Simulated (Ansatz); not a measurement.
Basis-set extrapolation for `N#C[SiH]Cl` radical (PBE0-D4/def2-TZVP geometry, frozen core, the Gaussian-basis code of Ansatz). Multiplicity 2, UHF reference.

```json
{"": "HF", "def2-TZVPP": "-841.403459", "def2-QZVPP": "-841.428657"}
{"": "MP2 correlation", "def2-TZVPP": "-0.609774", "def2-QZVPP": "-0.659228"}
{"": "CCSD(T) correlation", "def2-TZVPP": "-0.672967", "def2-QZVPP": "not run"}
```

Energies in hartree. Use E(X) = E(∞) + A·exp(−7.88·√X) for Hartree–Fock and E(X) = E(∞) + B·X^(−2.97) for correlation, with X = 3 and 4, and add CCSD(T) minus MP2 of the smaller set to the MP2 limit.

What is the CCSD(T) energy at the basis-set limit?

HF limit: -841.428657 + (-0.025198) × 0.13774 = -841.43213. MP2 limit: -0.659228 + (-0.049454) × 0.74074 = -0.69586. Higher-order term: -0.672967 − (-0.609774) = -0.06319. Total: -842.19118 hartree, 3.12 eV below CCSD(T)/def2-TZVPP.
